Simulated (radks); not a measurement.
Results of a calculation; reference values are marked as such.
Spherical jellium clusters: N electrons in a uniform positive sphere of charge N and radius rs N^(1/3), rs = 2.15 bohr. Level of theory: non-relativistic Kohn-Sham, LDA (Slater exchange, Perdew-Wang correlation), spin-polarised, spherical densities (a radial shooting solver with Libxc functionals). Levels are named by radial order and angular momentum (1s, 1p, 1d, 2s, ...), and open shells are averaged over m.

N = 12, configuration 1s2 1p6 1d(up 4, down 0). This is the lowest configuration that the search found. Occupied and some empty levels:

level    occupation  eigenvalue (eV)  <r> (bohr)
1s up             1          -10.819       3.152
1s down           1          -10.236       3.055
1p up             3          -7.2883       3.999
1p down           3          -6.4939       3.970
1d up             4          -3.4443       4.879
2s up             0          -2.9863       5.113
1d down           0          -2.6201       4.982
2s down           0          -2.4829       5.309
2p up             0         -0.63649       8.374
2p down           0         -0.37173       9.395

Energy (eV): total -3.93596, kinetic 61.042, external -899.51, Hartree 426.54, exchange-correlation -69.643, background 477.64.
